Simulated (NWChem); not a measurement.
Molecule: BeHI; SMILES [BeH][I]

Computed with NWChem. Medium grid unless said otherwise, to which SCAN and Minnesota functionals are sensitive. Geometry: optimised at PBE0-D3(BJ)/def2-TZVP. def2 effective core potentials on I; no spin-orbit coupling.

Problem. Order these by “highest occupied level (eV)”, lowest first: LDA (Slater exchange, VWN5)/def2-TZVP; LC-wPBE (HJS exchange hole, range parameter 0.4 per bohr)/def2-TZVP; M06/def2-TZVP; LRC-wPBEh/def2-TZVP.

Solution. LC-wPBE (HJS exchange hole, range parameter 0.4 per bohr)/def2-TZVP (-10.76), LRC-wPBEh/def2-TZVP (-9.98), M06/def2-TZVP (-7.89), LDA (Slater exchange, VWN5)/def2-TZVP (-7.23)
